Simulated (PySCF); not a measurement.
Delta-SCF ions had no search for a lower state. Excitations are Tamm–Dancoff values on a coarser integration grid. The basis has no diffuse functions, so Rydberg states are missing or too high.

Species: H₇NSi₂, SMILES `N([SiH3])[SiH3]` (charge 0, multiplicity 1).

Problem. Estimate the vertical ionisation energy (Delta-SCF), HOMO–LUMO gap and S1 excitation (TDA) that PBE-D3(BJ)/def2-TZVP run with PySCF returns for this input.

Solution. 
```
Quantity                                 Result
--------------------------------------  -------
vertical ionisation energy (Delta-SCF)  9.22 eV
HOMO–LUMO gap                           5.24 eV
S1 excitation (TDA)                     5.37 eV
```
